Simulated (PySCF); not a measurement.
**Dipole polarisabilities along the 5p block**

Calculated with PySCF 2.14 for the ground configurations, without spin-orbit coupling: coupled response for Hartree-Fock and DFT, finite fields for MP2 and CCSD(T), with In 4s2 4p6 4d10; Sn [Kr] 4d10; Sb 4s2 4p6 4d10; I 4s2 4p6 4d10; Xe [Kr] 4d10 frozen. Mean α in bohr³, C₆ of like pairs in atomic units.

```
                                                 species  α UHF  α PBE  α PBE0  α MP2  α CCSD(T)  α recommended (Schwerdtfeger and Nagle)  C₆ UHF  C₆ PBE  C₆ PBE0
In [Kr] 4d10 5s2 5p1 (aug-cc-pVQZ-PP with ECP28MDF, ECP)  74.50  80.47   75.12  73.41      72.60                                   65 ± 4   799.9   819.6    772.5
   Sn [Kr] 4d10 5s2 5p2 (aug-cc-pVQZ-DK3, spin-free X2C)  57.17  62.17   58.78  56.91      57.02                                   53 ± 6   633.0   678.3    640.4
Sb [Kr] 4d10 5s2 5p3 (aug-cc-pVQZ-PP with ECP28MDF, ECP)  44.30  48.08   45.80  44.24      44.47                                   43 ± 2   486.1   527.1    499.8
Te [Kr] 4d10 5s2 5p4 (aug-cc-pVQZ-PP with ECP28MDF, ECP)  38.15  41.40   39.58    n/a        n/a                                   38 ± 4   415.1   454.3    431.5
 I [Kr] 4d10 5s2 5p5 (aug-cc-pVQZ-PP with ECP28MDF, ECP)  31.93  34.61   33.21  32.70      32.69                               32.9 ± 1.3   342.6   376.1    358.4
                Xe [Xe] (aug-cc-pVQZ-DK3, spin-free X2C)  26.73  28.92   27.82  27.48      27.44                              27.32 ± 0.2   280.3   306.9    293.3
```

Hartree-Fock lacks correlation. PBE lies above the recommended values here, as self-interaction makes its density too diffuse. MP2 and CCSD(T) carry the error of the frozen core. All values carry a basis error, and heavy open shells lack spin-orbit coupling.
